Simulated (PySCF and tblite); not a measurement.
Values are calculated unless marked as measured or tabulated.
C₉H₆OS₂, numbered as in [CH:1]#[C:2][c:3]1[cH:4][c:5]2[s:6][cH:7][c:8]([O:9][CH3:10])[c:11]2[s:12]1.

Search: ETKDG and KDG, MMFF94s, GFN2-xTB, 60 starts; geometries at GFN2-xTB. Weights use B3LYP-D3(BJ)/def2-SVP (IEF-PCM, tetrahydrofuran) energies plus GFN2-xTB zero-point and thermal terms (modes under about 100 cm⁻¹ blended into free rotors). Symmetry numbers and mirror images are counted. Conformers within 2.5 kcal/mol (GFN2-xTB free energy) were kept, 2 at most. GIAO shieldings: mPW1PW91/pcSseg-1 (IEF-PCM, tetrahydrofuran). Shifts are against TMS (¹H), TMS (¹³C) at the same level. Programs: PySCF with density fitting and tblite.

(1) List the conformer-averaged shifts at 298.15 K.

(2) How do the conformers differ?

Shifts are unscaled: against experiment ¹³C can be off by 15 ppm or more and ¹H by 0.8 ppm.

Results:

(1) ¹H: 7.78 (H4, 1H), 6.48 (H7, 1H), 4.22 (H10, 3H), 3.68 (H1, 1H) ppm. ¹³C: 158.0 (C8), 144.6 (C5), 139.7 (C11), 135.7 (C4), 131.9 (C3), 109.7 (C7), 95.7 (C1), 82.5 (C2), 59.4 (C10) ppm.

(2) Torsions listed: C7–C8–O9–C10.
```
conformer  shape  weight %
        1     0°      98.7
        2   180°       1.3
```

```json
{"signal": "H1", "1": "3.68", "2": "3.70", "average": "3.68"}
{"signal": "H4", "1": "7.78", "2": "7.72", "average": "7.78"}
{"signal": "H7", "1": "6.47", "2": "6.71", "average": "6.48"}
{"signal": "H10", "1": "4.21", "2": "4.52", "average": "4.22"}
{"signal": "C1", "1": "95.7", "2": "96.3", "average": "95.7"}
{"signal": "C2", "1": "82.5", "2": "82.0", "average": "82.5"}
{"signal": "C3", "1": "131.9", "2": "131.4", "average": "131.9"}
{"signal": "C4", "1": "135.7", "2": "135.7", "average": "135.7"}
{"signal": "C5", "1": "144.6", "2": "146.2", "average": "144.6"}
{"signal": "C7", "1": "109.6", "2": "116.0", "average": "109.7"}
{"signal": "C8", "1": "158.0", "2": "158.2", "average": "158.0"}
{"signal": "C10", "1": "59.4", "2": "59.7", "average": "59.4"}
{"signal": "C11", "1": "139.8", "2": "135.1", "average": "139.7"}
```
